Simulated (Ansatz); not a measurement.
Input for Ansatz (a program for electronic structure): U-PBE/cc-pVTZ on BrGeH3 (SMILES [GeH3][Br]), a point of a bond scan (R = 2.099 Å).

Ansatz 0.2 input:
```yaml
crystal:
  periodic: [false, false, false]
  atoms:
    - {symbol: Ge, position_ang: [-1.14560058, 0.04679150, 0.00463248]}
    - {symbol: Br, position_ang: [0.95125813, -0.03885368, -0.00384662]}
    - {symbol: H, position_ang: [-1.53993749, 1.48382174, -0.35409628]}
    - {symbol: H, position_ang: [-1.60695799, -0.33231658, 1.41625220]}
    - {symbol: H, position_ang: [-1.64237120, -0.95588990, -1.04278950]}
basis:
  gaussian:
    orbitals: cc-pVTZ
hamiltonian:
  xc: {name: PBE}
magnetization: {spin_polarized: true, initial_magnetization: 0}
```

The head of its log:

```
WARN ansatz: RAYON_NUM_THREADS=1 ignored (pool sized by the plan → 1); use --threads N
Functional definition: PBE
integrals: 0.05 GiB planned
911 factors; their error is unknown
mean field: 0.49 GiB planned
mean field evaluation 1: about -126595.8351 eV, gradient 1.6e1 eV
mean field evaluation 2: about -126596.2824 eV, gradient 1.4e1 eV
```

Question: What total energy does the run end on?

Answer: -4652.3471 hartree.
